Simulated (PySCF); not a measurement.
# Orbital energies and ionisation energy

Compound: C4H15AlN2.
Cartesian coordinates in Å at the PBE0-D3(BJ)/def2-SVP level; atoms count from 1:
```xyz
22
C4H15AlN2 angstrom
C     -0.9811    1.3504    0.2533
N     -0.9023   -0.1182    0.2422
C     -0.7780   -0.5945   -1.1409
C     -2.0828   -0.7007    0.8882
Al     0.7788   -0.7223    1.3042
C      2.2741   -0.2703    0.0579
N      2.1969    1.1048   -0.4485
H     -1.8691    1.6925   -0.3080
H     -0.0656    1.7455   -0.2111
H     -1.0480    1.7039    1.2909
H      0.0874   -0.1028   -1.6056
H     -0.6266   -1.6835   -1.1451
H     -1.6892   -0.3549   -1.7175
H     -3.0067   -0.3842    0.3719
H     -2.0103   -1.7963    0.8711
H     -2.1252   -0.3709    1.9360
H      0.4802   -2.2973    1.4707
H      0.6156    0.2042    2.6158
H      2.1844   -0.9631   -0.8004
H      3.2537   -0.5258    0.5184
H      2.2662    1.7627    0.3266
H      2.9805    1.3271   -1.0624
```

Level: B3LYP/def2-SVPD (PySCF). Frontier orbitals with their largest atomic shares (Löwdin; up to four atoms above 4 %):

```csv
orbital,ε (eV),main atoms
HOMO−3,-8.16,"N2 35 %, Al5 17 %, H18 8 %, H17 7 %"
HOMO−2,-7.12,"H17 24 %, N7 22 %, Al5 21 %, C6 18 %"
HOMO−1,-7.01,"H18 31 %, Al5 28 %, C6 12 %, H17 10 %"
HOMO,-6.07,?
LUMO,0.11,"Al5 18 %, C4 9 %, C3 9 %, C1 8 %"
LUMO+1,0.54,"Al5 24 %, C6 10 %, C4 8 %, H21 7 %"
LUMO+2,0.85,"Al5 33 %, H22 7 %, H18 6 %, N7 6 %"
```

Question: What vertical ionisation energy does ΔSCF give, and how far is −ε(HOMO) from it?

Answer: ΔSCF: 8.27 eV (798 kJ/mol; threshold wavelength 150 nm); ⟨S²⟩ of the doublet left behind is 0.754, against 0.75 for a pure doublet. −ε(HOMO) is 6.07 eV, 2.20 eV below it. For the exact functional −ε(HOMO) would equal the first vertical ionisation energy; B3LYP (global hybrid, 20 % exact exchange) falls short of its own ΔSCF value by 27 %. Holes in the HOMO−1 and HOMO−2 were tried too where these lie within 1.2 eV of the HOMO; the lowest converged state counts.

Question: On which atoms does the HOMO lie?

Answer: N7 (primary amine nitrogen) 39 %, C6 (sp3 carbon bound to nitrogen) 26 %, Al5 (aluminium bonded to C, N and 2 H) 9 %, H20 (methylene hydrogen) 8 %. The HOMO−1 lies 0.94 eV lower.

Question: How many of the 10 lowest singlet excitations (vertical TDDFT, same level) lie below the ionisation energy?

Answer: All 10; they run from 5.38 to 6.81 eV.

Question: With α = 99.6 au, estimate the like-pair dispersion coefficient by London's formula C6 = (3/4)α²I.

Answer: I = 0.3039 Eh, so C6 ≈ 2260 au, a rough estimate.

Question: What kinetic energy would electrons from this vertical process carry with He II light (40.814 eV)?

Answer: 40.81 − 8.27 = 32.54 eV.

One conformer (not necessarily the lowest) at the PBE0-D3(BJ)/def2-SVP geometry, without solvent, vibrations or thermal averaging.
